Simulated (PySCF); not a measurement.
Numbering as in the mapped SMILES `[cH:1]1[cH:2][cH:3][c:4]2[c:5]([cH:6]1)[cH:7][cH:8][c:9]1[cH:10][cH:11][cH:12][cH:13][c:14]21` (H(Xn): hydrogen on atom n).

PySCF calculation with NMR shieldings at B3LYP/pcSseg-1/GIAO, spin–spin couplings from B3LYP/pcJ-1 (without the spin–dipole term) and PBE0-D3(BJ)/def2-SVP geometry; non-relativistic Hamiltonian, one computed conformer, no solvent, averaged over atoms made equivalent by symmetry, fast rotation or ring inversion.

Problem. List the cross peaks expected in HSQC, COSY and HMBC spectra.

Solution. 

HSQC (one-bond C–H):
```csv
δH,δC,"¹J(C,H) (Hz)"
8.80 (H(C3)/H(C13)),127.8 (C3/C13),163
7.84 (H(C6)/H(C10)),134.6 (C6/C10),166
7.70 (H(C2)/H(C12)),132.1 (C2/C12),167
7.70 (H(C7)/H(C8)),133.2 (C7/C8),167
7.63 (H(C1)/H(C11)),132.3 (C1/C11),168
```

COSY cross peaks (|J| ≥ 2 Hz):
```csv
δH,δH,abs. J (Hz),bonds
8.80 (H(C3)/H(C13)),7.70 (H(C2)/H(C12)),9.4,3
7.84 (H(C6)/H(C10)),7.63 (H(C1)/H(C11)),8.9,3
7.70 (H(C2)/H(C12)),7.63 (H(C1)/H(C11)),7.8,3
```

HMBC (two and three bonds, |J| ≥ 2.5 Hz):
```csv
δH,δC [abs. J in Hz]
8.80 (H(C3)/H(C13)),"137.0 (C5/C9) [6.6], 135.1 (C4/C14) [3.9], 132.3 (C1/C11) [8.7]"
7.84 (H(C6)/H(C10)),"135.1 (C4/C14) [6.5], 133.2 (C7/C8) [6.2], 132.1 (C2/C12) [8.8]"
7.70 (H(C2)/H(C12)),"135.1 (C4/C14) [8.1], 134.6 (C6/C10) [7.9]"
7.70 (H(C7)/H(C8)),"137.0 (C5/C9) [8.7], 135.1 (C4/C14) [5.8], 134.6 (C6/C10) [5.5]"
7.63 (H(C1)/H(C11)),"137.0 (C5/C9) [8.1], 127.8 (C3/C13) [7.8]"
```

Chemical shifts δ = σref − σ; ¹H (31.38 ppm), ¹³C (179.24 ppm) vs TMS, all at this level.

Short H···H contacts in this conformer between protons four or more bonds apart (candidates for NOE cross peaks, intensity ∝ r⁻⁶): H(C8)···H(C10) 2.43 Å, H(C6)···H(C7) 2.43 Å.

Unscaled 3J(H,H) at this level run about 10 % above measured values. Shifts are as computed. Against solution values, carbons near 30 ppm lie about +2 ppm off and those near 130 ppm about +6 ppm (rms about the fit 1.1 ppm; single classes can miss by 10 ppm). Of 1328 compounds with measured shifts, 309 miss one by over three times the rms of a fit or turn the order of signals round; such compounds aren't used in these exercises. Signals without a measured value on file couldn't be tested in this way.
